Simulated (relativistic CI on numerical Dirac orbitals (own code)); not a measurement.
# Forbidden lines of Hg XII

Computed by Dirac-Coulomb-Breit CI, separate exchange-only KLI orbitals for each configuration, a model potential for QED, unscaled Slater integrals (own radial code, finite nucleus).

CI space (outside the closed core [Kr] 4d10 4f14): 5s2.5p6.5d, 5s2.5p6.6s, 5s2.5p6.5f, 5s2.5p5.5d2, 5s2.5p6.6p, 5s2.5p6.5g, 5s.5p6.5d2, 5s2.5p5.5d.5f, 5s2.5p6.6d, 5s2.5p6.7s, 5s2.5p5.5d.5g, 5s2.5p5.5d.6s, 5s2.5p6.7p, 5p6.5d3, 5p5.5d4. Double excitations out of closed p, d and f shells are left out; levels of such configurations are missing from the list, as are those of other unlisted configurations, and high levels can miss mixing partners. Some configurations lack a partner that the ground configuration has and come out too high, among them 5s2.5p5.5d.5f, 5s2.5p5.5d.5g, 5s2.5p5.5d.6s.

```
λ vac (nm)                      Lower                       Upper  Type   A (s⁻¹)  E lower (cm⁻¹)  E upper (cm⁻¹)
    27.229    5s2.5p5.5d2 4F°_5/2 [7]  5s2.5p5.5d.6s 4F°_9/2 [63]    E2  1.89e+04          477808          845058
    27.941    5s2.5p5.5d2 4G°_7/2 [8]  5s2.5p5.5d.6s 4F°_9/2 [63]    E2  2.56e+04          487160          845058
    28.070    5s2.5p5.5d2 4D°_5/2 [9]  5s2.5p5.5d.6s 4F°_9/2 [63]    E2  5.42e+04          488808          845058
    28.692   5s2.5p5.5d2 4D°_7/2 [10]  5s2.5p5.5d.6s 4F°_9/2 [63]    E2  1.07e+05          496530          845058
    28.892   5s2.5p5.5d2 4G°_9/2 [11]  5s2.5p5.5d.6s 4F°_9/2 [63]    E2  1.38e+05          498947          845058
    29.121      5s2.5p6.5d 2D_3/2 [1]       5s2.5p6.6s 2S_1/2 [3]    E2  4.07e+05               0          343391
    29.428   5s2.5p5.5d2 4P°_5/2 [13]  5s2.5p5.5d.6s 4F°_9/2 [63]    E2  4.36e+04          505241          845058
    29.608  5s2.5p5.5d2 4G°_11/2 [15]  5s2.5p5.5d.6s 4F°_9/2 [63]    E2  2.82e+05          507317          845058
    31.398      5s2.5p6.5d 2D_5/2 [2]       5s2.5p6.6s 2S_1/2 [3]    E2  4.63e+05           24900          343391
    31.823   5s2.5p5.5d2 4F°_9/2 [22]  5s2.5p5.5d.6s 4F°_9/2 [63]    E2  2.26e+04          530820          845058
    31.908   5s2.5p5.5d2 4D°_7/2 [23]  5s2.5p5.5d.6s 4F°_9/2 [63]    E2  2.39e+04          531656          845058
    31.993  5s2.5p5.5d2 2H°_11/2 [24]  5s2.5p5.5d.6s 4F°_9/2 [63]    E2  5.40e+04          532491          845058
    46.921  5s2.5p5.5d2 4G°_11/2 [15]    5s2.5p5.5d2 2G°_9/2 [47]    M1  4.15e+03          507317          720441
    51.077   5s2.5p5.5d2 4D°_7/2 [10]    5s2.5p5.5d2 2G°_9/2 [42]    M1  2.58e+03          496530          692312
    52.737   5s2.5p5.5d2 4F°_9/2 [22]    5s2.5p5.5d2 2G°_9/2 [47]    M1  4.87e+03          530820          720441
    53.206  5s2.5p5.5d2 2H°_11/2 [24]    5s2.5p5.5d2 2G°_9/2 [47]    M1  5.49e+04          532491          720441
    54.055  5s2.5p5.5d2 4G°_11/2 [15]    5s2.5p5.5d2 2G°_9/2 [42]    M1  5.38e+04          507317          692312
    56.524   5s2.5p5.5d2 2G°_7/2 [16]    5s2.5p5.5d2 2G°_9/2 [42]    M1  2.90e+03          515395          692312
    58.758   5s2.5p5.5d2 2G°_9/2 [28]    5s2.5p5.5d2 2G°_9/2 [47]    M1  2.21e+04          550251          720441
    61.923   5s2.5p5.5d2 4F°_9/2 [22]    5s2.5p5.5d2 2G°_9/2 [42]    M1  1.83e+04          530820          692312
```

Terms are leading LS components. Brackets give the number of a level in order of energy, since labels repeat. The list gives strong lines, with weight on those to low levels, among the lowest 200 of 529 levels, so that lines to higher ones, which can be the strongest, are missing. Levels whose partners in the same complex of configurations lie outside the list can be far off, and so can their lines. Rates are taken at the computed energies, electric ones in the length gauge.

At this charge transitions that keep the count of f electrons are usually good to a few per cent. Terms inside the open d or f shell come out 10 to 20 % too wide with unscaled integrals. Levels and lines within the n = 5 or 6 shells can be off by up to 10 % or somewhat more, and those that change n by about 2 %, since core polarisation is missing. Levels that differ in their count of f electrons can be misplaced by several ten thousand cm⁻¹, since the correlation energy of f electrons is missing or only estimated; rates across such gaps can be off by orders of magnitude.

From the table, what is the radiative lifetime of 5s2.5p5.5d.6s 4F°_9/2?

The listed rates from this level add up to about 7.69e+05 s⁻¹, 98 % of its decay; with all channels τ = 1.27e-06 s.

LS names give the leading component of a level, which can be under half, so a name can repeat, a term be missing and a line seem to break the LS rules.
